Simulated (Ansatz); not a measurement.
Name a neutral molecule of Cl, F, O, W and H with HOMO energy (PBE/def2-TZVPP) between -7.85 and -7.55 eV and HOMO energy (ωB97M-V/def2-TZVPP) between -11.65 and -11.35 eV (Ansatz, PBE0-D4/def2-TZVP geometry).

`[OH][W]([OH])([F])([F])([F])[Cl]` (-7.78 eV, -11.53 eV); `[O]=[W]([OH])([F])([Cl])[Cl]` (-7.80 eV, -11.40 eV). Other molecules can fit too; these were computed, each in one conformer that needn't be the lowest.
